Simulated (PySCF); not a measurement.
Species: [(OH)3Si]2S.
Geometry (PBE0-D3(BJ)/def2-SVP, Å), atoms numbered from 1 in this order:
```
atom  x, y, z in Å
Si1   -1.2219   -1.1772   -0.3228
O2     0.0865   -2.1155   -0.0250
O3    -1.3117   -0.5746   -1.8491
O4    -2.5760   -2.0551   -0.0476
S5    -1.1733    0.4952    1.0825
Si6    0.7777    1.0714    0.5545
O7     1.9302   -0.0729    0.9233
O8     1.2287    2.4559    1.3173
O9     0.8297    1.1453   -1.1084
H10    0.8534   -1.6823    0.3793
H11   -0.6695    0.1383   -1.9913
H12   -3.3091   -1.8477   -0.6350
H13    2.2541   -0.0645    1.8306
H14    0.5557    3.1348    1.4255
H15    1.7127    1.0728   -1.4900
```

Computed with PySCF 2.14.0, delta-SCF UKS SCAN, pcX-2 on the ionised atom, pcseg-1 elsewhere, spin-free X2C. Each 1s hole has a ground state of its own, since the core basis sits on the ionised atom alone.

| ionised atom | basis functions | E(ionised) (Eh) | binding energy (eV) |
| --- | --- | --- | --- |
| O2 | 199 | -1414.96297 | 538.358 |
| Si1 | 210 | -1366.86072 | 1848.640 |
| S5 | 210 | -1343.83286 | 2476.690 |

Task: Fill in the total energy of each ground state.

Result: With binding energy = E(ionised) − E(ground) and 27.2114 eV a hartree:

| atom | binding energy (Eh) | E(ground) (Eh) |
| --- | --- | --- |
| O2 | 19.7843 | -1434.7472 |
| Si1 | 67.9363 | -1434.7970 |
| S5 | 91.0167 | -1434.8495 |

Task: How much do the ground-state energies differ, and what would follow from using one of them for all holes?

Result: They run from -1434.8495 Eh (core basis on S5) to -1434.7472 Eh (on O2), 0.1023 Eh or 2.78 eV apart, for one and the same state in different bases and grids. Pairing the ion of O2 with the ground state of S5 would put its binding energy 2.78 eV too high.

Only 1s holes are shown. Topologically equivalent atoms share the value of their first member; where this conformer doesn't relate them by symmetry, their own values could differ. The structure is a single PBE0-D3(BJ)/def2-SVP conformer in the gas phase; no vibrational or solvent corrections.
